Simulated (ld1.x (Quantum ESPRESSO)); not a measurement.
**Reading a pseudo-wave (Cr)**

Columns: radius, all-electron u(r) and pseudo u(r) of the 4p shell (level -3.50 eV) of chromium in the configuration [Ar] 3d5 4s0.5 4p0; LDA (PZ), scalar-relativistic, PAW scheme, ld1.x (Quantum ESPRESSO) 7.5.

```
r (bohr)  all-electron  pseudo
   0.138        0.1131  0.0023
   0.275        0.0452  0.0090
   0.413       -0.0839  0.0202
   0.550       -0.1698  0.0354
   0.688       -0.1971  0.0546
   0.825       -0.1786  0.0771
   0.963       -0.1316  0.1028
   1.100       -0.0702  0.1309
   1.238       -0.0025  0.1613
   1.375        0.0651  0.1929
   1.513        0.1303  0.2258
   1.650        0.1905  0.2589
   1.788        0.2457  0.2921
   1.925        0.2947  0.3244
   2.062        0.3381  0.3555
   2.200        0.3761  0.3852
   2.338        0.4087  0.4127
   2.475        0.4361  0.4374
   2.613        0.4591  0.4593
   2.750        0.4774  0.4775
   2.888        0.4920  0.4920
   3.025        0.5027  0.5027
   3.162        0.5102  0.5102
   3.300        0.5147  0.5147
   3.438        0.5165  0.5165
   3.575        0.5157  0.5157
```

How many radial nodes do the two functions have?

The all-electron 4p function has n − l − 1 = 2; the pseudo-wave has 0, since the states of the same l below it are removed with the core.

At about which radius was the pseudo-wave matched?

2.75 bohr, where the columns begin to agree (steps of 0.14 bohr).

Is the pseudo-wave norm-conserving?

No, it belongs to a PAW set: the norm inside the radius is not constrained, and the difference is carried by the augmentation charge.
